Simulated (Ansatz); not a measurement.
Species: GeH₂, charge 0, multiplicity 1. SMILES: [GeH2]
Geometry from a B3LYP-D3(BJ)/def2-TZVP (Ansatz, a program for electronic structure) optimisation:
```xyz
3

Ge    -0.0030    -0.0010     0.0661
H      0.0397    -1.1207    -1.0751
H      0.0547     1.1536    -1.0391
```

Wanted: vertical triplet-singlet gap (E(triplet) - E(singlet); each state is the SCF solution reached for its spin; for the singlet the Hartree-Fock reference is unstable and T1 is 0.013), in kJ/mol. Cores are frozen in the correlated levels unless marked. UHF or UKS for open shells. Spin-orbit coupling is left out. The frozen core is the preceding noble-gas configuration, with the filled d and f shells of earlier blocks. No relativistic terms. CBS marks a two-point X^-3 extrapolation of the correlation energy; Hartree-Fock from the larger set.

CCSD(T)/CBS(aug-cc-pVTZ,aug-cc-pVQZ) (Ansatz) gives 136.5 kJ/mol.

Task: Another calculation gave 152.7 kJ/mol. Which level was it?
A. PBE0/def2-TZVPD (Ansatz)
B. B3LYP/def2-TZVPD (Ansatz)
C. r2SCAN/def2-TZVPD (Ansatz)

Result: B, B3LYP/def2-TZVPD (Ansatz). The others give 131.6 (PBE0), 118.5 (r2SCAN) kJ/mol.
